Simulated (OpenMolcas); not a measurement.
**Tc3+: moving or changing the point charges**

Tc3+ among 6 point charges of -1.7 e arranged as an octahedron (Oh), 2 Å from the ion.
```
   2.0000    0.0000    0.0000  -1.70
   0.0000    2.0000    0.0000  -1.70
  -2.0000    0.0000    0.0000  -1.70
   0.0000   -2.0000    0.0000  -1.70
   0.0000    0.0000    2.0000  -1.70
   0.0000    0.0000   -2.0000  -1.70
```

- Program: OpenMolcas
- Method: CASSCF
- Basis: ANO-RCC-VTZP [7s6p4d2f1g]
- Scalar Hamiltonian: DKH2, point nucleus
- Active space: 4 electrons in 5 orbitals (4d)
- State averaging: 2S+1 = 5 even, 5 roots; 2S+1 = 3 even, 45 roots; 2S+1 = 1 even, 50 roots
- Spin-orbit coupling: RASSI with atomic mean-field integrals over the reference wave functions

Runs around this geometry, states (labels of O, the rotations of Oh). Energies in cm-1 above the lowest state or level, χT in cm3 K/mol; 10Dq and B are least-squares fits to the states below 45000 cm-1, weighted by degeneracy, with a free offset, and given where the rms deviation is under 5 % of |10Dq| (or 100 cm-1) and under 700 cm-1.

```
R (Å)  q (e)  Ground state  First state of that spin  10Dq  B (rms of fit)  First gap with spin-orbit (degeneracies)  χT at 300 K  First state of another spin
    2  -1.36            5E                  5T2 7666  7964       857 (131)                              124.4 (1, 3)        2.471                    3T1 12009
    2   -1.7            5E                  5T2 9536  9937       843 (212)                              122.5 (1, 3)        2.553                    3T1 10139
 2.23   -1.7            5E                  5T2 5647  5922        854 (93)                              139.8 (1, 3)        2.302                    3T1 13886
```

Taking |10Dq| as R^-n, n = -ln(5922 / 9937) / ln(2.23 / 2) = 4.8 between the shortest and longest distance. The point-charge formula for a cubic d site gives n = 5.

Scaling the charges by -1.36 / -1.7 = 0.80 scales |10Dq| by 7964 / 9937 = 0.80; with fixed orbitals a first-order splitting would follow the charge.

An orbital doublet at a regular site is open to a Jahn-Teller distortion, which this geometry leaves out. Without dynamic correlation the repulsion within the d shell is too large (B by tens of per cent), so at a given field states of lower spin stand too high. This shell can be high or low spin here, a state of another spin lies low, and with metal d orbitals alone active their balance is uncertain, so the ground spin may be wrong. Point charges give a weaker field than real ligands, and real ions of this kind are as a rule low spin; the high spin found here belongs to the model. This field is weak: 10Dq is about 7964 cm-1, while octahedral complexes of 4d ions of charge 3 and more, computed by the same method with explicit ligands, had a median near 25000 cm-1. Ground spin and moment need not be those of a real site (figures for R = 2, q = -1.36; the like holds for R = 2, q = -1.7, R = 2.23, q = -1.7). Point charges carry no covalency, so the field is a model and not that of real ligands. No measured value stands beside these numbers.
